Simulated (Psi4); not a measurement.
Psi4 input (wB97X-D/6-311+G**):

```
memory 1500 MB

molecule {
0 2
Si   -0.01469801   -0.50408292   -0.01115471
O    -0.14847962    1.01906834    0.01640263
H     1.39360918   -1.09538579    0.02494486
symmetry c1
no_reorient
no_com
}

set {
  basis 6-311+G**
  reference uks
  scf_type pk
  dft_radial_points 99
  dft_spherical_points 590
  e_convergence 1e-8
  d_convergence 1e-7
  maxiter 150
}

e = energy('wb97x-d')
print_out(f'\nFINAL {e:.10f} DIPOLE {variable("CURRENT DIPOLE")[0]:.6f} {variable("CURRENT DIPOLE")[1]:.6f} {variable("CURRENT DIPOLE")[2]:.6f}\n')
```

Output:

```
   => Loading Basis Set <=

    Name: 6-311+G**
    Role: ORBITAL
    Keyword: BASIS
    atoms 1 entry SI         line   351 file 6-311pgss.gbs
    atoms 2 entry O          line   171 file 6-311pgss.gbs
    atoms 3 entry H          line    42 file 6-311pgss.gbs

   => WB97X-D: Empirical Dispersion <=

    Chai and Head-Gordon Dispersion Correction
    Chai, J.-D.; Head-Gordon, M. (2010), J. Chem. Phys., 132: 6615-6620

        s6 =       1.000000

         ---------------------------------------------------------
                                   SCF
               by Justin Turney, Rob Parrish, Andy Simmonett
                          and Daniel G. A. Smith
                              UKS Reference
         ---------------------------------------------------------

  ==> Geometry <==

    Molecular point group: c1
    Full point group: C1

    Geometry (in Angstrom), charge = 0, multiplicity = 2:

       Center              X                  Y                   Z               Mass
    ------------   -----------------  -----------------  -----------------  -----------------
         SI          -0.014698010000    -0.504082920000    -0.011154710000    27.976926534650
         O           -0.148479620000     1.019068340000     0.016402630000    15.994914619570
         H            1.393609180000    -1.095385790000     0.024944860000     1.007825032230

  Running in c1 symmetry.

  Rotational constants: A =      9.84497  B =      0.66002  C =      0.61855 [cm^-1]
  Rotational constants: A = 295144.83676  B =  19786.95025  C =  18543.74960 [MHz]
  Nuclear repulsion =   45.222447896555991

  Charge       = 0
  Multiplicity = 2
  Electrons    = 23
  Nalpha       = 12
  Nbeta        = 11

  ==> Algorithm <==

  SCF Algorithm Type is PK.
  DIIS enabled.
  MOM disabled.
  Fractional occupation disabled.
  Guess Type is SAD.
  Energy threshold   = 1.00e-08
  Density threshold  = 1.00e-07
  Integral threshold = 1.00e-12

  ==> Primary Basis <==

  Basis Set: 6-311+G**
    Blend: 6-311+G**
    Number of shells: 28
    Number of basis functions: 58
    Number of Cartesian functions: 60
    Spherical Harmonics?: true
    Max angular momentum: 2

  ==> DFT Potential <==

   => LibXC <=

    Version 7.1.2
    S. Lehtola, C. Steigemann, M. J. T. Oliveira, and M. A. L. Marques,  SoftwareX 7, 1–5 (2018) (10.1016/j.softx.2017.11.002)

   => Composite Functional: WB97X-D <=

    wB97X-D Hyb-GGA Exchange-Correlation Functional

    J.-D. Chai and M. Head-Gordon,  Phys. Chem. Chem. Phys. 10, 6615–6620 (2008) (10.1039/B810189B)

    Deriv               =              1
    GGA                 =           TRUE
    Meta                =          FALSE

    Exchange Hybrid     =           TRUE
    MP2 Hybrid          =          FALSE

   => Exchange-Correlation Functionals <=

    1.0000   wB97X-D range-separated functional

   => Exact (HF) Exchange <=

    0.7780            HF,LR [omega = 0.2000]
    0.2220               HF

   => LibXC Density Thresholds  <==

    XC_HYB_GGA_XC_WB97X_D:  1.00E-14

   => Molecular Quadrature <=

    Radial Scheme          =       TREUTLER
    Pruning Scheme         =           NONE
    Nuclear Scheme         =       TREUTLER

    Blocking Scheme        =         OCTREE
    BS radius alpha        =              1
    Pruning alpha          =              1
    Radial Points          =             99
    Spherical Points       =            590
    Total Points           =         170880
    Total Blocks           =           1317
    Max Points             =            256
    Max Functions          =             58
    Weights Tolerance      =       1.00E-15

  ==> Integral Setup <==

  Using in-core PK algorithm.
   Calculation information:
      Number of atoms:                   3
      Number of AO shells:              28
      Number of primitives:             50
      Number of atomic orbitals:        60
      Number of basis functions:        58

      Integral cutoff                 1.00e-12
      Number of threads:                 1

  Performing in-core PK
  Using 4393848 doubles for integral storage.
  We computed 80267 shell quartets total.
  Whereas there are 82621 unique shell quartets.

  Computing range-separated integrals for PK
  We computed 80267 wK shell quartets total.
  Whereas there are 82621 wK unique shell quartets.

  ==> DiskJK: Disk-Based J/K Matrices <==

    J tasked:                  Yes
    K tasked:                  Yes
    wK tasked:                 Yes
    Omega:               2.000E-01
    Schwarz Cutoff:          1E-12


  Cached 100.0% of DFT collocation blocks in 0.234 [GiB].

  Minimum eigenvalue in the overlap matrix is 3.0351680575E-03.
  Reciprocal condition number of the overlap matrix is 5.8926697136E-04.
    Using symmetric orthogonalization.

  ==> Pre-Iterations <==

  SCF Guess: Superposition of Atomic Densities via on-the-fly atomic UHF (no occupation information).

   -------------------------
    Irrep   Nso     Nmo
   -------------------------
     A         58      58
   -------------------------
    Total      58      58
   -------------------------

  ==> Iterations <==

                        Total Energy        Delta E     RMS |[F,P]|

   @UKS iter SAD:  -364.54431030340277   -3.64544e+02   0.00000e+00
   @UKS iter   1:  -364.98439118076027   -4.40081e-01   1.44337e-02 DIIS/ADIIS
   @UKS iter   2:  -363.71517582605543    1.26922e+00   3.07425e-02 DIIS/ADIIS
   @UKS iter   3:  -365.25190449337180   -1.53673e+00   2.12896e-03 DIIS/ADIIS
   @UKS iter   4:  -365.25527676263249   -3.37227e-03   7.30797e-04 DIIS/ADIIS
   @UKS iter   5:  -365.25596566098108   -6.88898e-04   2.83739e-04 DIIS/ADIIS
   @UKS iter   6:  -365.25614611204861   -1.80451e-04   7.67621e-05 DIIS
   @UKS iter   7:  -365.25618802980063   -4.19178e-05   2.41869e-05 DIIS
   @UKS iter   8:  -365.25619934529652   -1.13155e-05   1.21734e-05 DIIS
   @UKS iter   9:  -365.25620223812587   -2.89283e-06   5.99388e-06 DIIS
   @UKS iter  10:  -365.25620262766222   -3.89536e-07   1.44780e-06 DIIS
   @UKS iter  11:  -365.25620265570439   -2.80422e-08   8.40034e-07 DIIS
   @UKS iter  12:  -365.25620266256482   -6.86043e-09   2.66139e-07 DIIS
   @UKS iter  13:  -365.25620266379923   -1.23441e-09   1.09417e-07 DIIS
   @UKS iter  14:  -365.25620266392770   -1.28466e-10   2.23328e-08 DIIS
  Energy and wave function converged.

  ==> Post-Iterations <==

   Electrons on quadrature grid:
      Nalpha   =   11.9999999892 ; deviation = -1.079e-08
      Nbeta    =   10.9999999926 ; deviation = -7.440e-09
      Ntotal   =   22.9999999818 ; deviation = -1.823e-08

   @Spin Contamination Metric:   6.114771682E-03
   @S^2 Expected:                7.500000000E-01
   @S^2 Observed:                7.561147717E-01
   @S   Expected:                5.000000000E-01
   @S   Observed:                5.000000000E-01

    Orbital Energies [Eh]
    ---------------------

    Alpha Occupied:

       1A    -66.307330     2A    -19.242019     3A     -5.441299
       4A     -3.788353     5A     -3.785117     6A     -3.781943
       7A     -1.056055     8A     -0.602861     9A     -0.479618
      10A     -0.429578    11A     -0.424178    12A     -0.334992

    Alpha Virtual:

      13A     -0.026707    14A      0.051054    15A      0.060198
      16A      0.079022    17A      0.085918    18A      0.135603
      19A      0.143541    20A      0.279005    21A      0.280566
      22A      0.287722    23A      0.316633    24A      0.329239
      25A      0.340450    26A      0.410314    27A      0.439339
      28A      0.552593    29A      0.606377    30A      0.662612
      31A      0.704691    32A      0.836379    33A      1.077556
      34A      1.150429    35A      1.163510    36A      1.168995
      37A      1.254238    38A      1.264415    39A      1.275688
      40A      1.470561    41A      1.508015    42A      1.602832
      43A      1.999893    44A      2.590046    45A      2.910539
      46A      2.923023    47A      3.038224    48A      3.049914
      49A      3.550926    50A      5.077817    51A      5.078826
      52A      5.179907    53A      5.628067    54A     11.366935
      55A     11.421189    56A     11.638809    57A     49.962721
      58A    141.116557

    Beta Occupied:

       1A    -66.304985     2A    -19.235632     3A     -5.438841
       4A     -3.786708     5A     -3.780997     6A     -3.779262
       7A     -1.037946     8A     -0.572589     9A     -0.447437
      10A     -0.417480    11A     -0.400120

    Beta Virtual:

      12A     -0.082476    13A     -0.012609    14A      0.059966
      15A      0.066858    16A      0.093657    17A      0.096117
      18A      0.150181    19A      0.155979    20A      0.280195
      21A      0.284292    22A      0.290756    23A      0.319084
      24A      0.340036    25A      0.343667    26A      0.418524
      27A      0.454067    28A      0.558054    29A      0.628000
      30A      0.695357    31A      0.724328    32A      0.857311
      33A      1.085780    34A      1.159445    35A      1.167806
      36A      1.186049    37A      1.266503    38A      1.267900
      39A      1.281338    40A      1.497175    41A      1.529580
      42A      1.615892    43A      2.021369    44A      2.621183
      45A      2.928510    46A      2.940676    47A      3.047339
      48A      3.072314    49A      3.565031    50A      5.084222
      51A      5.105649    52A      5.190520    53A      5.635538
      54A     11.369073    55A     11.426249    56A     11.640958
      57A     49.968506    58A    141.119159

    Final Occupation by Irrep:
              A
    DOCC [    11 ]
    SOCC [     1 ]
    NA   [    12 ]
    NB   [    11 ]

  @UKS Final Energy:  -365.25620266392770

   => Energetics <=

    Nuclear Repulsion Energy =             45.2224478965559911
    One-Electron Energy =                -595.3750531230762135
    Two-Electron Energy =                 206.3334336031174132
    DFT Exchange-Correlation Energy =     -21.4368790449010156
    Empirical Dispersion Energy =          -0.0001519956238386
    VV10 Nonlocal Energy =                  0.0000000000000000
    Total Energy =                       -365.2562026639276382

  UHF NO Occupations:
  HONO-2 :   10  A 1.9988188
  HONO-1 :   11  A 1.9983012
  HONO-0 :   12  A 1.0000000
  LUNO+0 :   13  A 0.0016988
  LUNO+1 :   14  A 0.0011812
  LUNO+2 :   15  A 0.0001189
  LUNO+3 :   16  A 0.0000356

Computation Completed

Properties will be evaluated at   0.000000,   0.000000,   0.000000 [a0]

Properties computed using the SCF density matrix

 Multipole Moments:

 ------------------------------------------------------------------------------------
     Multipole            Electronic (a.u.)      Nuclear  (a.u.)        Total (a.u.)
 ------------------------------------------------------------------------------------

 L = 1.  Multiply by 2.5417464519 to convert [e a0] to [Debye]
 Dipole X            :          0.2319488            0.0000002            0.2319490
 Dipole Y            :         -1.3945788            0.0000001           -1.3945787
 Dipole Z            :         -0.0214545           -0.0000001           -0.0214546
 Magnitude           :                                                    1.4138990

 ------------------------------------------------------------------------------------

FINAL -365.2562026639 DIPOLE 0.231949 -1.394579 -0.021455

*** Psi4 exiting successfully. Buy a developer a beer!
```

The geometry given is a B3LYP-D3(BJ)/def2-TZVP minimum.
